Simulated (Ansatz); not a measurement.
`N[SiH](O)[Si](N)(Cl)Cl` + `N[SiH2]O[SiH](N)Cl` → `N[SiH](Cl)[Si](N)(Cl)Cl` + `N[SiH2]O[SiH](N)O`  (redistribution)

Gas-phase electronic energies from Ansatz, PBE0-D4/def2-TZVP geometries. CBS: MP2 limit from def2 TZ/QZ plus the TZ coupled-cluster correction, frozen cores. DFT in def2-TZVPP. Each species was taken in one conformer, which may not be the lowest.

`N[SiH](O)[Si](N)(Cl)Cl`:

```xyz
13

N     0.092    1.554   -1.154
Si    0.920    0.818    0.155
O     1.080    1.667    1.558
Si   -0.368   -1.088    0.546
N    -0.523   -2.054   -0.836
Cl   -2.183   -0.293    1.226
Cl    0.276   -2.310    2.063
H     0.543    2.255   -1.722
H    -0.901    1.716   -1.100
H     2.307    0.565   -0.296
H     0.299    1.767    2.105
H    -0.918   -2.980   -0.806
H    -0.624   -1.616   -1.738
```

`N[SiH2]O[SiH](N)Cl`:

Cartesian coordinates in Å:
```
N 1.443 1.194 -0.199
Si 0.216 0.980 -1.373
O -0.958 -0.045 -0.848
Si -1.050 -1.230 0.254
N -0.836 -0.591 1.811
Cl 0.397 -2.629 -0.262
H 1.569 2.072 0.275
H 2.280 0.637 -0.196
H 0.784 0.400 -2.612
H -0.427 2.293 -1.610
H -2.342 -1.933 0.174
H -1.037 -1.158 2.619
H -0.039 0.010 1.966
```

`N[SiH](Cl)[Si](N)(Cl)Cl`:

```xyz
12

N    -1.539    0.088    1.748
Si   -0.325    0.838    0.833
Cl   -0.981    2.275   -0.532
Si    0.668   -0.781   -0.519
N     1.434   -0.055   -1.840
Cl    2.070   -1.911    0.459
Cl   -0.864   -2.092   -1.016
H    -2.128   -0.618    1.335
H    -1.980    0.545    2.530
H     0.587    1.560    1.748
H     0.984    0.711   -2.315
H     2.074   -0.560   -2.431
```

`N[SiH2]O[SiH](N)O`:

Cartesian coordinates in Å:
```
N 0.868 -0.702 1.455
Si 1.571 -0.712 -0.124
O 0.724 0.286 -1.108
Si -0.695 1.058 -0.820
N -1.885 -0.178 -0.728
O -0.689 1.875 0.595
H 1.485 -0.704 2.252
H 0.057 -1.276 1.629
H 1.569 -2.056 -0.756
H 2.960 -0.216 0.037
H -0.877 2.063 -1.886
H -1.964 -0.840 -1.485
H -2.798 0.063 -0.374
H -0.327 1.338 1.312
```

```tsv
level	ΔE (kcal/mol)
PBE0	-3.2
MP2/CBS(def2)	-3.5
```

(1) What does CCSD(T)/CBS give? (Best estimate.)

Largest T1 diagnostic among the species: 0.011.

Results:

(1) Computed: -3.5 kcal/mol. The listed levels differ from it by 0.3, 0.0 kcal/mol.

In def2-TZVPP, CCSD(T) changes the Hartree–Fock value by −1.4 kcal/mol (the triples alone add −0.2 kcal/mol) and MP2 by −1.4 kcal/mol.
